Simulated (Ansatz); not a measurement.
Cost and result up the ladder for Ge₁₂N (the lowest doublet isomer of a short search) (13 atoms). Total charge 0; doublet. Geometry: PBE-D4/def2-SVP.

Cartesian coordinates in Å:
```
N 2.304 0.577 1.245
Ge -1.432 -0.567 -2.699
Ge 2.143 2.015 0.058
Ge -0.316 0.992 -0.969
Ge -2.295 -1.744 -0.369
Ge 1.557 0.006 -2.275
Ge -1.670 0.048 1.585
Ge 2.433 -1.091 0.330
Ge -0.192 -2.136 1.453
Ge -0.817 2.439 0.990
Ge -2.884 0.921 -0.705
Ge 0.859 0.519 2.490
Ge 0.310 -1.979 -1.134
```

Ansatz on 2 threads of AMD EPYC 7R13 on a shared host and a share (18 GiB) of an NVIDIA H100 80GB HBM3. Times are rough, and most runs start from the orbitals of an earlier one. PBE0-D4/def2-TZVP serves as the yardstick here, not as an exact answer. Differences are given only for rows in sets of like size (and for xTB, whose basis is part of the method), since another set adds its own error. Binding counts from free atoms at the same level (N quartet, Ge triplet; other spins of the atoms weren't run), without zero-point energy or a counterpoise term.

Correlated methods freeze 109 core orbitals; core or outer-core shells of Ge are correlated, in sets that lack core-valence functions. The rows differ in basis, and correlated rows in double-zeta sets carry the largest basis error. Single mean-field runs in def2-TZVP are fitted with def2-universal-jkfit. The structure comes from a short search, and lower isomers may exist.

Run but left out: HF/STO-3G (⟨S²⟩ 1.17, where a pure state has 0.75).

Correlated methods converge slowly with the basis, most of all in double-zeta sets.

```json
{"level": "PBE-D4/def2-SVP", "functions": "398", "wall time": "12 s", "binding energy per atom (eV)": "3.48", "difference from PBE0-D4/def2-TZVP (eV)": "–", "remarks": "–"}
{"level": "revPBE-D4/def2-TZVP", "functions": "607", "wall time": "13 s", "binding energy per atom (eV)": "3.36", "difference from PBE0-D4/def2-TZVP (eV)": "0.05", "remarks": "–"}
{"level": "PBE-D4/def2-TZVP (with forces)", "functions": "607", "wall time": "15 s", "binding energy per atom (eV)": "3.51", "difference from PBE0-D4/def2-TZVP (eV)": "0.20", "remarks": "–"}
{"level": "r2SCAN-D4/def2-TZVP", "functions": "607", "wall time": "16 s", "binding energy per atom (eV)": "3.32", "difference from PBE0-D4/def2-TZVP (eV)": "0.01", "remarks": "–"}
{"level": "PBE0-D4/def2-SVP", "functions": "398", "wall time": "16 s", "binding energy per atom (eV)": "3.27", "difference from PBE0-D4/def2-TZVP (eV)": "–", "remarks": "–"}
{"level": "RPA@PBE/def2-SVP", "functions": "398", "wall time": "18 s", "binding energy per atom (eV)": "2.63", "difference from PBE0-D4/def2-TZVP (eV)": "–", "remarks": "–"}
{"level": "MP2/def2-SVP", "functions": "398", "wall time": "22 s", "binding energy per atom (eV)": "3.19", "difference from PBE0-D4/def2-TZVP (eV)": "–", "remarks": "spin-contaminated (⟨S²⟩ 0.89)"}
{"level": "PBE0-D4/def2-TZVP", "functions": "607", "wall time": "23 s", "binding energy per atom (eV)": "3.31", "difference from PBE0-D4/def2-TZVP (eV)": "0.00", "remarks": "–"}
```
